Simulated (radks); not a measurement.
Q: The table gives one normalised radial function P(r) = r R(r) of Pd in [Kr] 4d10 (r in bohr). Calculated with a radial shooting solver on a logarithmic mesh with Libxc functionals: scalar-relativistic Kohn-Sham, PBE, spin-polarised, spherical densities, finite nucleus; Fermi nuclear charge, rms radius 4.5318 fm.

r              P
0.001252   0.0536
0.001435   0.0604
0.001644   0.0679
0.001883   0.0763
0.002158   0.0856
0.002472   0.0958
0.002832   0.1069
0.003245   0.1191
0.003718   0.1322
0.004259   0.1462
0.004919   0.1619
0.005635   0.1773
0.006456   0.1930
0.007397   0.2087
0.008475   0.2238
0.009709   0.2376
0.01112    0.2492
0.01274    0.2576
0.0146     0.2615
0.01673    0.2594
0.01916    0.2496
0.02196    0.2304
0.02516    0.2003
0.02882    0.1577
0.03302    0.1019
0.03783    0.0331
0.04334   -0.0473
0.04965   -0.1358
0.05689   -0.2270
0.06518   -0.3128
0.07467   -0.3830
0.08624   -0.4269
0.0988    -0.4269
0.1132    -0.3763
0.1297    -0.2702
0.1486    -0.1114
0.1702     0.0867
0.195      0.2993
0.2234     0.4921
0.256      0.6254
0.2933     0.6625
0.336      0.5791
0.3849     0.3714
0.441      0.0610
0.5053    -0.3066
0.5789    -0.6704
0.6632    -0.9685
0.7598    -1.1528
0.8705    -1.1996
0.9973    -1.1175
1.143     -0.9422
1.309     -0.7228
1.512     -0.4933
1.732     -0.3119
1.984     -0.1787
2.274     -0.0920
2.605     -0.0422
2.984     -0.0170
3.419     -0.0059
3.917     -0.0018
4.488     -0.0004
5.141     -0.0001
5.89      0.0000

Which n and l does it have? It may be an empty orbital.

A: n = 4, l = 0: the number of nodes gives n - l - 1 = 3, the rise at small r (about r^(l+1), flatter next to the nucleus through relativity) gives l, and the extent must fit the shell. The curve is that of 4s. 4s: eigenvalue -85.327 eV, 3 radial nodes at r = 0.0401, 0.161, 0.451 bohr, <r> = 0.947 bohr, 90 % of the charge inside 1.38 bohr.
